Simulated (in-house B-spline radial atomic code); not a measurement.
Configurations of Dy IV (Dy3+), with energies counted from [Xe] 4f9. Level of theory: Dirac-Hartree-Fock, average of configuration, Fermi nucleus of rms radius 5.2218 fm; calculated with a radial B-spline atomic code at the basis-set limit. Energies include first-order Breit, QED and recoil terms.

Occupations are held fixed; configurations that lie above the ionisation limit could autoionise.

```json
{"configuration": "[Xe] 4f8 6s1", "E - E(ref) (eV)": "12.595", "highest orbital": "6s1/2", "its <r> (bohr)": "3.028"}
{"configuration": "[Xe] 4f8 6d1", "E - E(ref) (eV)": "25.499", "highest orbital": "6d5/2", "its <r> (bohr)": "4.844"}
{"configuration": "[Xe] 4f8 7d1", "E - E(ref) (eV)": "31.263", "highest orbital": "7d5/2", "its <r> (bohr)": "8.155"}
{"configuration": "[Xe] 4f8 9p1", "E - E(ref) (eV)": "34.906", "highest orbital": "9p3/2", "its <r> (bohr)": "14.28"}
{"configuration": "[Kr] 4d10 4f9 5s2 5p5 6d1", "E - E(ref) (eV)": "44.432", "highest orbital": "6d5/2", "its <r> (bohr)": "4.901"}
{"configuration": "[Kr] 4d10 4f9 5s2 5p5 7g1", "E - E(ref) (eV)": "54.887", "highest orbital": "7g7/2", "its <r> (bohr)": "15.82"}
{"configuration": "[Kr] 4d10 4f9 5s2 5p5 8g1", "E - E(ref) (eV)": "55.931", "highest orbital": "8g7/2", "its <r> (bohr)": "21.43"}
{"configuration": "[Kr] 4d9 4f10 5s2 5p6", "E - E(ref) (eV)": "160.33", "highest orbital": "4f7/2", "its <r> (bohr)": "0.7815"}
{"configuration": "[Kr] 4d9 4f9 5s2 5p6 8p1", "E - E(ref) (eV)": "193.44", "highest orbital": "8p3/2", "its <r> (bohr)": "9.973"}
{"configuration": "[Kr] 4d9 4f9 5s2 5p6 8g1", "E - E(ref) (eV)": "198.16", "highest orbital": "8g7/2", "its <r> (bohr)": "21.43"}
```

(1) Order these further configurations by energy, lowest first.
A. [Kr] 4d9 4f9 5s2 5p6 5g1
B. [Kr] 4d10 4f9 5s2 5p5 9s1
C. [Kr] 4d10 4f9 5s2 5p5 5d1
D. [Xe] 4f8 6g1
E. [Kr] 4d9 4f9 5s2 5p6 7p1

(2) How far above the reference does [Xe] 4f8 8p1 lie?

(3) How far above the reference does [Kr] 4d9 4f9 5s2 5p6 9g1 lie?

(4) How far above the reference does [Xe] 4f8 8s1 lie?

Results:

(1) C (29.02 eV), D (34.533 eV), B (53.012 eV), E (188.98 eV), A (192.85 eV).

(2) 32.475 eV; its least bound orbital is 8p3/2 with <r> = 9.982 bohr.

(3) 198.87 eV; its least bound orbital is 9g7/2 with <r> = 27.79 bohr.

(4) 31.313 eV; its least bound orbital is 8s1/2 with <r> = 8.867 bohr.
